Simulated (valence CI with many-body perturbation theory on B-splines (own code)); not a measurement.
**Which ion has this spectrum?**

A relativistic CI+MBPT calculation for an atom or ion with 49 electrons gives these levels (cm⁻¹):

| J | Parity | E | g |
| --- | --- | --- | --- |
| 9/2 | odd | 0.0 | 0.78 |
| 11/2 | odd | 37948 | 0.97 |
| 3/2 | odd | 42610 | 0.70 |
| 9/2 | odd | 64676 | 1.01 |
| 5/2 | odd | 64714 | 0.82 |
| 13/2 | odd | 65340 | 1.07 |
| 5/2 | odd | 78160 | 0.87 |
| 3/2 | odd | 78680 | 1.46 |
| 7/2 | odd | 79797 | 1.03 |
| 15/2 | odd | 86121 | 1.13 |
| 7/2 | odd | 94656 | 1.05 |
| 13/2 | odd | 106736 | 0.97 |
| 11/2 | odd | 108071 | 1.10 |
| 9/2 | odd | 108666 | 1.17 |

The energies are calculated, and their last digits are not significant.

Task: Which is it?
A. Hg31+
B. Pb33+
C. Ir28+
D. Au30+

Result: A. Hg31+, ground level (4f5/2^3) J=9/2.
